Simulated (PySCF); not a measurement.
B3LYP has the VWN-RPA correlation part, as in Gaussian. 

Z-matrix (Å, degrees):
```
Ti
O 1 1.8078
H 2 0.9722 1 126.57
O 1 1.8078 2 107.92 3 -136.88
H 4 0.9722 1 126.69 2 -136.87
O 1 1.8078 2 110.19 3 -16.46
H 6 0.9722 1 126.56 2 -102.26
O 1 1.8082 2 110.21 3 102.66
H 8 0.9723 1 126.29 2 16.62
```
Charge 0, spin multiplicity 1.

Task: What total energy, charge on the central atom (Mulliken), HOMO–LUMO gap, HOMO, dipole moment, charge on the central atom (meta-Löwdin) and LUMO does B3LYP-D3(BJ)/def2-TZVP // TPSS-D3(BJ)/def2-SVP (PySCF 2.14.0) give?

Result: 
| Item | Value |
|---|---|
| total energy | -1153.1647 Ha |
| charge on the central atom (Mulliken) | 1.50 e |
| HOMO–LUMO gap | 7.16 eV |
| HOMO | -8.72 eV |
| dipole moment | 0.02 D |
| charge on the central atom (meta-Löwdin) | 1.49 e |
| LUMO | -1.57 eV |
